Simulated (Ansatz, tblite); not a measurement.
Cost and result up the ladder for the cluster Na₅ (the lowest doublet isomer of a short search) (5 atoms). Total charge 0; doublet. Geometry: PBE/def2-SVP.

```xyz
5

Na    1.4536   -1.0615    1.8082
Na   -0.7760   -0.4195   -0.8539
Na   -1.3541    2.8044   -1.8752
Na   -0.1287   -3.6287    0.1778
Na    0.8053    2.3052    0.7431
```

Ansatz on 4 threads of Arm Neoverse V2 on a shared host; xTB runs through tblite on one thread. Times are rough, summed over both states, and most runs start from the orbitals of an earlier one. RPA@PBE/def2-TZVP serves as the yardstick here, not as an exact answer. Differences are given only for rows in sets of like size (and for xTB, whose basis is part of the method), since another set adds its own error. The other state is a quartet at its own geometry.

The xTB rows come from tblite. B3LYP takes the VWN-RPA correlation. Correlated methods freeze 5 core orbitals; core or outer-core shells of Na are correlated, in sets that lack core-valence functions. The structure comes from a short search, and lower isomers may exist.

Run but left out: HF/6-31G, HF/def2-SVP, HF/def2-TZVP, MP2/def2-SVP, MP2/def2-TZVP, CCSD/def2-SVP, CCSD(T)/def2-SVP (doublet: ⟨S²⟩ 1.33 to 1.40, where a pure state has 0.75).

Correlated methods converge slowly with the basis.

xTB has no spin-polarisation term.

```
              level  functions  quartet − doublet (eV)  difference from RPA@PBE/def2-TZVP (eV)                                  remarks
  RPA@PBE/def2-TZVP        160                    0.82                                    0.00                                        –
   B97M-V/def2-TZVP        160                    0.85                                    0.03                                        –
        B3LYP/6-31G         65                    0.95                                       –                                        –
   r2SCAN/def2-TZVP        160                    0.70                                   -0.11  spin-contaminated (⟨S²⟩ 0.87) (doublet)
     PBE0/def2-TZVP        160                    0.85                                    0.04                                        –
      PBE/def2-TZVP        160                    0.86                                    0.05                                        –
           GFN1-xTB         20                    2.00                                    1.18                                        –
CAM-B3LYP/def2-TZVP        160                    0.99                                    0.18                                        –
           GFN2-xTB         20                    1.72                                    0.91                                        –
   B2PLYP/def2-TZVP        160                    0.95                                    0.13  spin-contaminated (⟨S²⟩ 0.84) (doublet)
   revPBE/def2-TZVP        160                    0.82                                    0.01                                        –
```

Task: Estimate how long each takes.

Result: GFN1-xTB 0.004 s; GFN2-xTB 0.004 s; B3LYP/6-31G 5 s; PBE/def2-TZVP 5.5 s; revPBE/def2-TZVP 5.7 s; PBE0/def2-TZVP 9.1 s; RPA@PBE/def2-TZVP 10 s; CAM-B3LYP/def2-TZVP 16 s; B2PLYP/def2-TZVP 17 s; r2SCAN/def2-TZVP 26 s; B97M-V/def2-TZVP 27 s. On shared hardware such times vary by a factor of up to 3.
